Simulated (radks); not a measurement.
Valence configurations of Sb (all share [Kr]). Method: Dirac Kohn-Sham, BLYP, spin-unpolarised, spherical densities, finite nucleus; open shells are shared between the two j in proportion to 2j + 1; Fermi nuclear charge, rms radius 4.6802 fm; computed with a radial shooting solver on a logarithmic mesh with Libxc functionals. Energies are relative to 4d10 5s2 5p3; eigenvalues in eV.

valence           E (eV)  e(4d3/2)  e(4d5/2)  e(5p1/2)  e(5p3/2)  e(5s1/2)
4d10 5s2 5p3       0.000   -33.990   -32.745    -5.114    -4.501   -12.717
4d10 5s1 5p4       8.133   -35.369   -34.119    -5.701    -5.044   -13.513
4d9 5s2 5p4       30.999   -39.997   -38.690    -6.248    -5.502   -14.567
4d10 5p5          16.493   -36.675   -35.420    -6.247    -5.551         -
4d10 5s1.5 5p3.5   4.037   -34.690   -33.442    -5.413    -4.778   -13.123
4d10 5s0.5 5p4.5  12.286   -36.030   -34.778    -5.978    -5.301   -13.888
4d9 5s1 5p5       39.918   -41.275   -39.965    -6.794    -6.007   -15.290
4d9.5 5s1 5p4.5   23.418   -38.321   -37.040    -6.249    -5.528   -14.410
4d8 5s2 5p5       66.929   -45.995   -44.627    -7.358    -6.480   -16.334
4d9 5s0.5 5p5.5   44.453   -41.893   -40.581    -7.055    -6.249   -15.635

NIST lists [Kr] 4d10 5s2 5p3 as the ground configuration; this level of theory agrees among the configurations tried. The energies are those of spherical spin-averaged densities, not of single terms.
